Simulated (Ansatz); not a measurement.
A nudged elastic band was laid between two geometries of BrH + GeH4O (8 atoms, charge 0, multiplicity 1).

Level of theory: Ansatz 0.2.0, RKS B3LYP-D4/def2-SVP.

```yaml
movable_images: 5
climbing_image: yes
spring: 5.0 eV/Å²
optimiser: quadratic models (default)
start_path: through a guess of the saddle point
force_threshold: 0.05 eV/Å
iteration_limit: 60
end_points: relaxed
```

Initial state:

```xyz
8
Properties=species:S:1:pos:R:3
Ge -0.878 -0.185 -0.683
O -0.043 -0.301 0.927
H -0.041 -1.097 -1.585
H -2.320 -0.701 -0.508
H -0.873 1.281 -1.157
H 1.651 0.156 0.835
Br 2.991 0.659 0.537
H -0.486 0.188 1.634
```

Final state:

```xyz
8
Properties=species:S:1:pos:R:3
Ge -0.265 -0.238 -1.177
O -0.245 0.179 1.950
H -0.223 -0.463 -2.701
H -0.915 -1.419 -0.454
H -0.896 1.121 -0.849
H 0.646 -0.165 1.788
Br 1.999 -0.150 -0.532
H -0.101 1.135 1.974
```

Question: What changes between the two ends?

Answer: Bonds broken: Ge1–O2, H6–Br7. Bonds formed: Ge1–Br7, O2–H6. BrH + GeH4O becomes BrGeH3 + H2O.

Question: Give the energies along the band, and the barrier.

Answer: It converged. The highest image is number 2 of 0 to 6, 0.51 eV above the first end and 0.92 eV above the last; the last end lies 0.41 eV below the first. A vibrational analysis at the climbing image gives one clearly imaginary mode, 128i cm⁻¹: a first-order saddle point. The orbitals stay closed-shell, which can raise the energy where a bond breaks towards radicals; this wasn't checked here.

| image | path coordinate (Å) | energy (eV) | Ge1–O2 (Å) | H6–Br7 (Å) | Ge1–Br7 (Å) |
| --- | --- | --- | --- | --- | --- |
| 0 | 0.00 | 0.00 | 1.82 | 1.46 | 4.14 |
| 1 | 0.91 | 0.13 | 1.84 | 1.51 | 3.41 |
| 2 | 1.82 | 0.51 | 2.07 | 2.06 | 2.80 |
| 3 | 3.02 | -0.05 | 2.92 | 2.32 | 2.40 |
| 4 | 4.23 | -0.31 | 3.62 | 2.70 | 2.35 |
| 5 | 5.43 | -0.35 | 3.43 | 2.66 | 2.35 |
| 6 | 6.63 | -0.41 | 3.15 | 2.69 | 2.36 |

Question: What is the geometry of the highest image?

Answer: 
```xyz
8
Properties=species:S:1:pos:R:3
Ge -0.425 -0.056 -0.768
O 0.037 -0.407 1.215
H 0.134 -1.178 -1.641
H -1.872 -0.461 -0.341
H -0.545 1.374 -1.309
H 0.976 -0.018 1.224
Br 2.221 0.708 -0.252
H -0.526 0.037 1.872
```

Question: What are the harmonic wavenumbers there?

Answer: 128i, 151, 288, 298, 338, 535, 608, 674, 791, 883, 936, 972, 1469, 2044, 2153, 2204, 2930, 3768 cm⁻¹.

Time of the run: 6.5 min on 2 threads of AMD EPYC 7R13 Processor (Zen 3) (shared host), peak memory 0.3 GiB.
